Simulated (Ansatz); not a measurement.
Geometry optimisation, Ansatz 0.2.0, RKS r2SCANh-D4/6-31G.

Input:

```yaml
crystal:
  periodic: [false, false, false]
  atoms:
    - { symbol: Al, position_ang: [-0.5947, 2.5486, -0.7989] }
    - { symbol: "N", position_ang: [0.5056, 1.0682, -0.7065] }
    - { symbol: Si, position_ang: [0.1409, 0.2475, 0.8353] }
    - { symbol: O, position_ang: [1.3012, -1.0938, 1.0308] }
    - { symbol: Si, position_ang: [0.5182, -2.4137, 0.1436] }
    - { symbol: H, position_ang: [-0.6337, 3.5252, -2.1198] }
    - { symbol: H, position_ang: [-1.5922, 2.9532, 0.4068] }
    - { symbol: H, position_ang: [0.2553, 0.4403, -1.477] }
    - { symbol: H, position_ang: [0.4331, 1.2004, 1.9958] }
    - { symbol: H, position_ang: [-1.2422, -0.1491, 0.9455] }
    - { symbol: H, position_ang: [-0.8264, -2.7202, 0.7229] }
    - { symbol: H, position_ang: [1.3849, -3.5899, 0.3216] }
    - { symbol: H, position_ang: [0.3705, -2.0514, -1.2853] }
basis:
  gaussian: { orbitals: "6-31G" }
hamiltonian:
  xc: r2scanh
  dispersion: d4
relax:
  f_tol: 0.015
  max_steps: 40
```

Run as:

```bash
$ ansatz run input.yaml --threads 1 --pin off --max-ram 2048MiB --backend cpu --events-out ev --progress --plain --runs-dir out
```

Q: Where does it end, and by what steps?

A: It converged. Limits of this set-up: no polarisation functions. After 28 steps the energy has fallen by 1.637 eV; H8 moved furthest, 1.88 Å.

```csv
step,energy less start (eV),largest force component (eV/Å),accepted
0,0.0000,2.957,yes
1,-0.7925,1.400,yes
2,-1.0218,2.148,yes
3,-1.2280,1.378,yes
4,-1.3940,0.306,yes
5,-1.4577,0.177,yes
6,-1.4930,0.286,yes
7,-1.5125,0.523,yes
8,-1.5061,0.766,no
9,-1.5323,0.146,yes
10,-1.5444,0.137,yes
11,-1.5605,0.180,yes
12,-1.5748,0.336,yes
13,-1.5758,0.439,yes
14,-1.6117,0.064,yes
15,-1.6205,0.146,yes
16,-1.6264,0.209,yes
17,-1.6299,0.154,yes
18,-1.6312,0.130,yes
19,-1.6326,0.141,yes
20,-1.6335,0.090,yes
21,-1.6344,0.056,yes
22,-1.6353,0.052,yes
23,-1.6356,0.068,yes
24,-1.6359,0.059,yes
25,-1.6362,0.081,yes
26,-1.6364,0.087,yes
27,-1.6367,0.071,yes
28,-1.6372,0.013,yes
```

```xyz
13
Properties=species:S:1:pos:R:3
Al -0.956 2.411 -1.075
N 0.445 1.587 -0.288
Si 0.385 0.483 1.095
O 0.433 -1.144 0.665
Si 0.229 -2.671 -0.016
H -0.651 3.356 -2.331
H -2.404 2.144 -0.455
H 1.368 1.737 -0.684
H 1.574 0.724 1.977
H -0.909 0.757 1.797
H -1.026 -3.311 0.508
H 1.403 -3.538 0.336
H 0.130 -2.569 -1.513
```

Whether the end is a true minimum wasn't checked by a vibrational analysis.

The run took 4.9 min on 1 thread of Arm Neoverse V1, with other jobs on the host, peak memory 0.2 GiB.
